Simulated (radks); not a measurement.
Values are calculated unless marked as measured or tabulated.
Charge is removed step by step from the 6s1/2 level of neutral praseodymium, starting from [Xe] 4f3 6s2. Code: a radial shooting solver on a logarithmic mesh with Libxc functionals. Model: Dirac Kohn-Sham, PBE, spin-unpolarised, spherical densities, point nucleus; open shells fill j = l - 1/2 first.

[
 {"removed (e)": "0", "E - E(0) (eV)": "0.000", "eigenvalue (eV)": "-3.457", "E minus straight line (eV)": "0.000"},
 {"removed (e)": "0.25", "E - E(0) (eV)": "1.001", "eigenvalue (eV)": "-4.555", "E minus straight line (eV)": "-0.429"},
 {"removed (e)": "0.5", "E - E(0) (eV)": "2.281", "eigenvalue (eV)": "-5.693", "E minus straight line (eV)": "-0.578"},
 {"removed (e)": "0.75", "E - E(0) (eV)": "3.850", "eigenvalue (eV)": "-6.866", "E minus straight line (eV)": "-0.438"},
 {"removed (e)": "1", "E - E(0) (eV)": "5.716", "eigenvalue (eV)": "-8.072", "E minus straight line (eV)": "0.000"}
]

Removing the whole electron costs 5.716 eV by Delta-SCF, against 3.457 eV from minus the eigenvalue at the starting occupation. Slater's transition state (half an electron removed) gives 5.693 eV. Integrating minus the eigenvalue over the occupation (Janak's theorem) gives 5.716 eV. The mean slope of the eigenvalue, de/dn, is 4.62 eV per electron. Ionisation energy of Pr in the NIST Atomic Spectra Database: 5.470 eV (semi-empirical).

Beside tabulated values, note that spin-unpolarised runs miss the spin-polarisation part of the exchange energy of open shells.
